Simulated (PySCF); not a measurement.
Te(GeH3)(OSiH3) (GeH6OSiTe), SMILES O([SiH3])[Te][GeH3].

Geometry optimised at B3LYP-D3(BJ)/def2-SVP. The def2 effective core potentials stand for the cores of Te; spin–orbit coupling is left out. The values are those of a single conformer.

Calculation: PySCF with TDA-PBE/def2-SVPD.

Vertical excitations. Gas-phase values at a fixed geometry.

Question: Give excitation energies, oscillator strengths and character. (An estimate is asked for; the answer gives what the named calculation found.)

Answer: 
```csv
state,energy (eV),λ (nm),f,main pairs
S1,2.52,492,0.001,HOMO→LUMO 99 %
S2,3.76,330,0.002,HOMO−1→LUMO 98 %
S3,3.85,322,0.005,HOMO→LUMO+1 98 %
S4,4.66,266,0.018,HOMO→LUMO+2 98 %
S5,4.80,258,0.039,HOMO−2→LUMO 91 %
S6,4.88,254,0.004,HOMO−3→LUMO 95 %
S7,5.25,236,0.052,HOMO−1→LUMO+1 72 %
S8,5.42,229,0.001,"HOMO→LUMO+3 84 %, HOMO→LUMO+4 13 %"
S9,5.55,223,0.020,"HOMO→LUMO+5 60 %, HOMO−4→LUMO 22 %, HOMO→LUMO+4 12 %"
S10,5.57,222,0.021,"HOMO→LUMO+4 48 %, HOMO→LUMO+5 20 %, HOMO−5→LUMO 13 %"
T1,1.82,680,0,HOMO→LUMO 100 %
T2,3.27,379,0,HOMO−1→LUMO 99 %
T3,3.39,366,0,HOMO→LUMO+1 100 %
T4,4.30,288,0,HOMO−2→LUMO 98 %
```
Triplets are in the Tamm–Dancoff approximation.
